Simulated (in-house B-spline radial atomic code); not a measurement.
A fraction x of an electron is removed from 3d in Kr3+, starting from [Ar] 3d10 4s2 4p3 and keeping the highest spin. All numbers are computed (non-relativistic r2SCAN, spin-polarised, spherical fractional occupations; point nucleus) with an all-electron radial atomic-structure program (B-spline basis), not measured.

```json
{"x": "0", "E(x) - E(0) (eV)": "0.0000", "3d down level (eV)": "-124.580"}
{"x": "0.04", "E(x) - E(0) (eV)": "5.0062", "3d down level (eV)": "-125.729"}
{"x": "0.23", "E(x) - E(0) (eV)": "29.4169", "3d down level (eV)": "-131.238"}
{"x": "0.25", "E(x) - E(0) (eV)": "?", "3d down level (eV)": "?"}
{"x": "0.43", "E(x) - E(0) (eV)": "56.2511", "3d down level (eV)": "-137.118"}
{"x": "0.5", "E(x) - E(0) (eV)": "65.9220", "3d down level (eV)": "-139.195"}
{"x": "0.56", "E(x) - E(0) (eV)": "74.3274", "3d down level (eV)": "-140.984"}
{"x": "0.68", "E(x) - E(0) (eV)": "?", "3d down level (eV)": "?"}
{"x": "0.79", "E(x) - E(0) (eV)": "107.5478", "3d down level (eV)": "-147.907"}
{"x": "0.94", "E(x) - E(0) (eV)": "130.0760", "3d down level (eV)": "-152.477"}
{"x": "1", "E(x) - E(0) (eV)": "139.2799", "3d down level (eV)": "-154.318"}
```

(1) What belongs in the row x = 0.25?

(2) What belongs in the row x = 0.68?

(3) Check Janak's theorem between x = 0.04 and 0.23.

Answers

(1) An energy change of 32.0475 eV; 3d down at -131.822 eV.

(2) An energy change of 91.4611 eV; 3d down at -144.583 eV.

(3) The slope of the energy is 128.48 eV; the orbital levels give 128.48 eV (-ε of the emptying orbital, averaged over the two points).
